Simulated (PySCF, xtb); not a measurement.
Breaking a bond: C4HCoO4, SMILES [O+]#[C-]->[CoH](<-[C-]#[O+])(<-[C-]#[O+])<-[C-]#[O+], singlet. The Co1–H10 bond (Co1 also carries C, C, C, C; H10 carries nothing else) is varied alone, starting from the PBE0/def2-SVP optimised geometry. Each curve is given relative to its own lowest point near equilibrium.

| R / Å | A | B | C |
|---|---|---|---|
| 1.20 | 21.9 | 23.5 | 18.9 |
| 1.31 | 7.1 | 7.7 | 3.6 |
| 1.38 | 2.4 | 2.6 | 0.4 |
| 1.44 | 0.4 | 0.5 | 0.0 |
| 1.47 | 0.0 | 0.0 | 0.3 |
| 1.52 | 0.0 | 0.0 | 1.4 |
| 1.58 | 0.9 | 0.9 | 3.4 |
| 1.66 | 3.4 | 3.4 | 7.0 |
| 1.78 | 8.9 | 8.9 | 13.2 |
| 1.96 | 19.2 | 19.0 | 23.1 |
| 2.13 | 29.6 | 29.0 | 32.5 |
| 2.43 | 47.2 | 45.6 | 48.5 |
| 2.71 | 61.4 | 58.7 | 61.9 |
| 3.09 | 76.5 | 72.4 | 76.8 |
| 3.60 | 90.6 | 84.5 | 90.2 |
| 4.31 | 102.2 | 93.2 | 99.3 |

Energies in kcal/mol.

Task: Which curve belongs to which method? The methods are GFN1-xTB run with xtb; restricted B3LYP/LANL2DZ, with its core potentials past Ne (PySCF); restricted BP86/6-31G*, spherical d run with PySCF.

Result: A is RKS-B3LYP/LANL2DZ; B is RKS-BP86/6-31G*; C is GFN1-xTB.

The restricted form behind RKS-BP86/6-31G*, RKS-B3LYP/LANL2DZ keeps the bonding electrons paired and can't separate into open-shell fragments.
